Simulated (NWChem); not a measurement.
Species: CH$_{4}$Cl$_{2}$Sn; SMILES [CH3][SnH]([Cl])[Cl]

Program: NWChem. The geometry was optimised at PBE0/def2-SVP. def2 effective core potentials on Sn; no spin-orbit coupling. Field at 589 nm.

**Question.** What does the run give for B3LYP/def2-SVP (core potentials)? Quantities: isotropic polarisability (bohr³); anisotropy (bohr³).

**Answer.** 
```yaml
isotropic polarisability (bohr³): 64.5
anisotropy (bohr³): 12.9
```
